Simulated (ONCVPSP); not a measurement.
## platinum: ONCV pseudisation with PBE, scalar-relativistic reference atom.

Pt, optimised norm-conserving Vanderbilt (ONCV), made with ONCVPSP 4.0.1 (PBE, scalar-relativistic). Core [Kr] 4d10 4f14, reference 5s2 5p6 5d9 6s0.5 (charge +0.5). Waves: 5s+6s: rc 1.60 bohr, ncon 4, nbas 8, qcut 8.4 1/bohr, 2 projectors; 5p: rc 1.60 bohr, ncon 4, nbas 8, qcut 7.2 1/bohr, local; 5d: rc 2.25 bohr, ncon 4, nbas 9, qcut 7.9 1/bohr, 1 projector. Local part: the p channel. Core correction: Teter function, parameters optimised by the program.

All-electron outer shells of the reference configuration (PBE, scalar-relativistic, ld1.x):

```json
{"shell": "5s", "level (eV)": "-105.78", "outermost node (bohr)": "0.49", "outermost maximum (bohr)": "0.87"}
{"shell": "4f", "level (eV)": "-74.01", "outermost node (bohr)": "–", "outermost maximum (bohr)": "0.38"}
{"shell": "5p", "level (eV)": "-60.01", "outermost node (bohr)": "0.53", "outermost maximum (bohr)": "0.98"}
{"shell": "5d", "level (eV)": "-10.08", "outermost node (bohr)": "0.57", "outermost maximum (bohr)": "1.26"}
{"shell": "6s", "level (eV)": "-9.16", "outermost node (bohr)": "1.14", "outermost maximum (bohr)": "2.35"}
```

(1) Estimate the cutoffs (Ha) at which the residual kinetic energy of the hardest occupied pseudo-wave falls to 1 and 0.1 mHa per electron.

(2) Does the potential have ghost states?

(3) Tests: 5s2 5p6 5d9 6s1; 5s2 5p6 5d9 6s0; 5s2 5p6 5d8 6s0; 5s2 5p6 5d9.5 6s0.5. Which has the largest error in its energy relative to the reference configuration, and how large is it?

## Answers

(1) 24 Ha and 29 Ha.

(2) Ghosts flagged at negative energy: s at -216.7 eV; no localised positive-energy state flagged. A true bound ghost makes a file unfit for plane-wave use.

(3) 5s2 5p6 5d8 6s0, with -5.0 meV (all-electron minus pseudo) on +25.47 eV.
